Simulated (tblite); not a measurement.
C9H17FSi.
Atom-mapped SMILES: `[F:1][CH2:2][C:3]1([SiH:4]2[CH2:5][CH2:6][CH2:7][CH2:8][CH2:9]2)[CH2:10][CH2:11]1` (hydrogens: H12, H13 on C2; H14 on Si4; H15, H16 on C5; H17, H18 on C6; H19, H20 on C7; H21, H22 on C8; H23, H24 on C9; H25, H26 on C10; H27, H28 on C11)

Geometry (GFN2-xTB, Å), atoms numbered from 1 in this order:
```
atom  x, y, z in Å
F1    -2.153   -2.352   -0.878
C2    -2.715   -1.100   -1.008
C3    -1.907   -0.075   -0.262
Si4   -0.059   -0.113   -0.677
C5     0.809    1.498   -0.169
C6     2.320    1.286   -0.203
C7     2.774    0.147    0.706
C8     2.360   -1.234    0.203
C9     0.854   -1.464    0.293
C10   -2.347    0.258    1.138
C11   -2.610    1.221    0.029
H12   -2.728   -0.885   -2.082
H13   -3.742   -1.181   -0.634
H14    0.073   -0.304   -2.134
H15    0.519    1.799    0.840
H16    0.550    2.326   -0.830
H17    2.630    1.068   -1.227
H18    2.827    2.206    0.104
H19    3.864    0.178    0.787
H20    2.367    0.302    1.708
H21    2.882   -1.995    0.790
H22    2.683   -1.345   -0.835
H23    0.612   -2.458   -0.083
H24    0.555   -1.448    1.343
H25   -1.591    0.510    1.866
H26   -3.182   -0.285    1.557
H27   -2.038    2.134   -0.009
H28   -3.627    1.333   -0.320
```

Computed values, GFN2-xTB/tblite, gas phase, harmonic and unscaled. This tight-binding method is rough: wavenumbers can miss measured ones by several per cent, in bad cases by 10 to 20. Modes of hydrogen on silicon can be 10 to 20 % off. One conformer, not necessarily the lowest.

Harmonic wavenumbers (cm⁻¹): 30.5, 59.4, 66.8, 97.1, 157.0, 179.2, 201.5, 231.5, 269.2, 307.8, 343.2, 350.6, 378.0, 474.0, 489.1, 583.0, 605.0, 675.8, 711.9, 724.7, 782.1, 793.3, 803.3, 862.9, 887.7, 904.1, 925.4, 928.2, 935.9, 991.2, 1001.3, 1010.4, 1024.0, 1054.1, 1059.5, 1068.5, 1086.2, 1092.9, 1139.1, 1146.9, 1170.3, 1196.4, 1208.6, 1226.2, 1249.7, 1250.5, 1299.4, 1305.8, 1316.6, 1347.9, 1359.4, 1361.6, 1373.0, 1442.3, 1456.3, 1469.1, 1478.4, 1492.2, 1492.9, 1498.3, 1509.4, 2173.2, 2924.4, 2934.4, 2942.9, 2945.9, 2957.2, 2961.9, 2966.9, 2974.7, 2975.5, 2982.4, 2986.9, 3000.6, 3073.1, 3079.1, 3089.6, 3104.5.

A = 1574, B = 634.3, C = 519.8 MHz; mass 172.108 u (most abundant isotopes); point group C1, symmetry number 1.

Q: What is the zero-point energy?

A: Half the sum of the wavenumbers: 52505 cm⁻¹ = 628.10 kJ/mol.

Q: What is S at 200 K and 1 bar for an ideal gas of classical rigid rotors and harmonic oscillators?

A: Translation 164.76, rotation 123.91, vibration 108.53: S = 397.2 J/(mol K).

Q: And Cp and H(200 K) − H(0)?

A: Cp = 145.58 J/(mol K), of which vibrations give 112.32 (their classical limit is 78 R = 648.5); H(200 K) − H(0) = 18.10 kJ/mol without the zero-point energy, 11.44 from vibrations.

Q: What must be added to the electronic energy to get the Gibbs energy at 200 K and 1 bar?

A: ZPE + [H(200 K) − H(0)] − T·S = 628.10 + 18.10 − 79.44 = 566.76 kJ/mol.

Q: How do the functions run with temperature in this model?

A: 
```tsv
T (K)	S (J/(mol K))	Cp (J/(mol K))	H − H(0) (kJ/mol)	G − H(0) (kJ/mol)	ln q(vib)
150	359.5	118.4	11.51	-42.41	4.44
250	432.9	175.9	26.12	-82.10	7.89
298.15	466.6	207.5	35.35	-103.76	9.54
400	536.9	274.0	59.91	-154.87	13.07
600	669.2	378.8	125.84	-275.66	20.14
900	843.4	478.8	255.78	-503.30	30.52
```

q(vib) and H(0) count from the zero-point level.

Q: Which modes carry the vibrational entropy at 200 K?

A: 30.5 cm⁻¹: 20.94; 59.4 cm⁻¹: 15.45; 66.8 cm⁻¹: 14.49; 97.1 cm⁻¹: 11.46; 157.0 cm⁻¹: 7.73; 179.2 cm⁻¹: 6.76 J/(mol K); the other 72 give 31.70 together.

Q: Blend soft modes into free rotors: weight 1/[1 + (100 cm⁻¹/ν̃)⁴] for the oscillator and the rest for a rotor with moment μB/(μ + B), μ = h/(8π²ν), B = 10⁻⁴⁴ kg m². What vibrational entropy results?

A: 97.99 J/(mol K) in place of 108.53, which changes −T·S at 200 K by +2.11 kJ/mol.

Hindered rotation and anharmonicity are outside this model. Other conformers, if any are populated, would add a mixing term that is left out. The structure is chiral; the term R ln 2 for an equal mix with its mirror image is left out.
